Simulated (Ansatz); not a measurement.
Abridged output of a molecular run in Ansatz:

```
Functional definition: HF
1629 factors; integrals over basis functions are off by at most 1.2e-3 eV
mean field evaluation 1: about -12506.6499 eV, gradient 4.6e1 eV
mean field evaluation 2: about -12506.8101 eV, gradient 4.6e1 eV
mean field evaluation 4: about -12511.5260 eV, gradient 4.1e0 eV
mean field evaluation 8: about -12511.5977 eV, gradient 2.5e-1 eV
mean field -12511.59796182 eV, -459.7927444311 hartree, gradient 6.3e-6 eV, S^2 0.000000; 0 other end points of the search recorded, 0 dependent functions left out
9 core orbitals not correlated: weight in the atoms' cores, before any rotation towards them, 1.000 or more for the frozen orbitals, at most 0.000 for the correlated occupied ones
reference -12511.59796182 eV, -459.7927444311 hartree; 15, 15 occupied and 254, 254 virtual orbitals, 1629 factors
second order -23.42598642 eV of doubles, -0.00000000 eV of singles
cycle   1  -24.00723394 eV  change   -5.8e-1 eV  update   9.7e-2
cycle   2  -24.53184564 eV  change   -5.2e-1 eV  update   2.9e-2
cycle   3  -24.65254021 eV  change   -1.2e-1 eV  update   1.5e-2
cycle   4  -24.64665316 eV  change    5.9e-3 eV  update   3.2e-3
cycle   5  -24.64529569 eV  change    1.4e-3 eV  update   1.4e-3
cycle   6  -24.64580695 eV  change   -5.1e-4 eV  update   4.0e-4
cycle   7  -24.64567698 eV  change    1.3e-4 eV  update   1.5e-4
cycle   8  -24.64561126 eV  change    6.6e-5 eV  update   4.3e-5
cycle   9  -24.64561900 eV  change   -7.7e-6 eV  update   1.7e-5
perturbative correction -0.85086502 eV, -0.0312687127 hartree
Total energy: -12537.09444583 eV, -460.7297229365 hartree
```

Its atoms:

Z-matrix (Å, degrees):
```
C
C 1 1.520
H 1 1.093 2 111.7
H 1 1.094 2 110.9 3 120.4
H 1 1.094 2 110.9 3 -120.4
C 2 1.529 1 113.2 3 -180.0
H 2 1.096 1 109.1 3 -57.3
H 2 1.096 1 109.1 3 57.3
Al 6 1.947 2 115.3 1 -180.0
H 6 1.099 2 110.1 1 -57.3
H 6 1.099 2 110.1 1 57.3
F 9 1.655 6 118.5 2 179.8
H 9 1.582 6 125.6 2 -0.2
```

Problem. Which basis set was used?
A. cc-pV(Q+d)Z
B. def2-TZVPP
C. def2-TZVPPD
D. def2-QZVPP

Solution. B. It gives 278 functions.

Problem. Write the keys of the input that set method, charge and spin (a neutral closed shell needs none for the last two).

Solution. 
```yaml
correlation: {method: ccsd_t}
```
